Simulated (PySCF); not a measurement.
# Vertical excitation energies

C3H6O3S.
Z-matrix (Å and degrees, GFN2-xTB geometry), rows numbered from 1:
```
C 
C   1  1.3120
S   2  1.7881  1  119.03
O   3  1.4318  2  109.02  1  -144.11
O   3  1.4232  2  109.71  1   -11.11
O   3  1.6147  2  101.39  1   101.23
C   6  1.4113  3  117.40  2    85.55
H   1  1.0786  2  123.32  3  -179.60
H   1  1.0774  2  118.91  3     0.75
H   2  1.0746  1  126.62  3  -179.75
H   7  1.0898  6  107.65  3   145.47
H   7  1.0935  6  110.13  3   -95.06
H   7  1.0921  6  109.33  3    26.03
```

Method used: PySCF, TDDFT wB97X-D/def2-SVPD, vertical, gas phase, core orbitals frozen in the response.

Problem. What does the calculation give for the low-lying excited states?

Solution. 

| state | E (eV) | E (kJ/mol) | λ (nm) | f | main configurations (H = HOMO, L = LUMO) |
| --- | --- | --- | --- | --- | --- |
| S1 | 6.90 | 666 | 179.7 | 0.017 | H-2→L (79%), H→L (9%) |
| S2 | 7.12 | 687 | 174.2 | 0.077 | H→L (48%), H-1→L (38%) |
| S3 | 7.25 | 700 | 170.9 | 0.147 | H-1→L (49%), H→L (37%) |
| S4 | 7.70 | 742 | 161.1 | 0.037 | H-3→L (80%), H-1→L (9%) |
| S5 | 8.17 | 789 | 151.7 | 0.149 | H-4→L (91%) |
| S6 | 8.52 | 822 | 145.6 | 0.041 | H→L+1 (66%), H-5→L (11%), H→L+2 (8%) |
| S7 | 8.59 | 829 | 144.4 | 0.0008 | H-5→L (74%), H→L+1 (8%) |
| S8 | 8.84 | 853 | 140.2 | 0.0001 | H-7→L (82%) |

Triplets (Tamm–Dancoff): T1 4.55 eV, H→L (75%), H-4→L (16%); T2 6.52 eV, H-2→L (88%); T3 6.98 eV, H-1→L (91%).

The lowest singlet comes at 180 nm (666 kJ/mol) in the vacuum ultraviolet; it is weak; its leading configuration is HOMO-2→LUMO (79%). The largest oscillator strength of a single state is 0.149. Löwdin shares by element: HOMO carbon 50% or more, oxygen 28% or more (atoms not listed hold the other 21%); LUMO carbon 69% or more, sulfur 7%, hydrogen 6% or more (atoms not listed hold the other 19%). Of the 8 states listed, 6 reach f = 0.01 and 1 stays under 0.0005. Orbital energies (eV): HOMO-3 -11.67, HOMO-2 -11.21, HOMO-1 -11.15, HOMO -10.73, LUMO 0.51, LUMO+1 2.00, LUMO+2 2.45. The oscillator strengths of these states sum to 0.468; summed over the whole spectrum of an exact calculation they would give the number of electrons, 64 (Thomas–Reiche–Kuhn). The window holds the lowest 8 singlets.

Time: 58 s of wall time. Hardware: an Arm Neoverse N1 with one thread, no GPU, shared host.

One conformer stands for the species.
